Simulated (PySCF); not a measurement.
germanium monotelluride anion (GeTe), SMILES [Ge]=[Te] (connectivity only; charge and spin as stated), charge -1, multiplicity 2.

Geometry: PBE-D3(BJ)/def2-TZVPD. The multiplicity is an assumed one; other spin states were not compared. The def2 effective core potentials stand for the cores of Te; spin–orbit coupling is left out.

These are PySCF with PBE-D3(BJ)/def2-TZVPD values and carry that method's errors.

Frequencies are harmonic and unscaled.

### Question
List the normal modes with their intensities. (The exact figures need the calculation; the answer reports its results.)

### Answer

```
mode  ν (cm⁻¹)  IR (km/mol)  moving atoms (share of kinetic energy)
----  --------  -----------  --------------------------------------
1          256         11.0                        Ge 64 %, Te 36 %
```
